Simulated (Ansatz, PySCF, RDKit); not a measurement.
Dimer: CH4 (SMILES C) (first 5 atoms) with C2H6O (SMILES COC); geometry from B3LYP-D3(BJ)/def2-TZVP, rigid monomers moved along the line of their centres of mass till H5···O7 is 2.94 Å.
(charge 0, multiplicity 1):
```xyz
14

C      0.10012     0.04827    -0.37655
H      1.14706     0.28507    -0.56454
H     -0.50867     0.43419    -1.19350
H     -0.01937    -1.03352    -0.31961
H     -0.21394     0.50107     0.56259
C      1.08816     0.22723     3.64826
O     -0.29667     0.45248     3.50347
C     -1.05160    -0.73157     3.63435
H      1.46332    -0.46386     2.88235
H      1.32413    -0.18693     4.63734
H      1.58846     1.18781     3.53567
H     -0.77395    -1.46977     2.87080
H     -2.10000    -0.46601     3.50730
H     -0.91367    -1.18600     4.62430
```

Counterpoise-corrected where a basis set is named; no monomer relaxation. Rows marked so take none. RDKit's UFF carries no charges.

Correlated levels freeze the cores. Rows in 6-311+G**, 6-31G* carry no dispersion term and start afresh at each structure (6-31G* with six Cartesian d functions). MP2/6-31G* freezes PySCF's default core.

Run with Ansatz (a quantum-chemistry and plane-wave program); PySCF for 6-311+G** rows, 6-31G* rows, the dispersion terms; RDKit for the force fields. Each number belongs to the level named beside it.

```csv
level,interaction energy (kcal/mol)
UFF,-1.03
PBE/def2-TZVPPD,-0.54
PBE-D4/def2-TZVPPD,-1.27
BP86/6-31G* (no counterpoise),-0.40
r2SCAN-D4/def2-TZVPPD,-1.00
B3LYP/6-311+G** (no counterpoise),-0.09
PBE0-D3(BJ)/def2-TZVPPD,-1.19
MP2/6-31G*,(withheld)
CCSD(T)/aug-cc-pVDZ,(withheld)
```

### Question
Complete the blanks.

### Answer

- MP2/6-31G*, interaction energy (kcal/mol): -0.45
- CCSD(T)/aug-cc-pVDZ, interaction energy (kcal/mol): -0.96
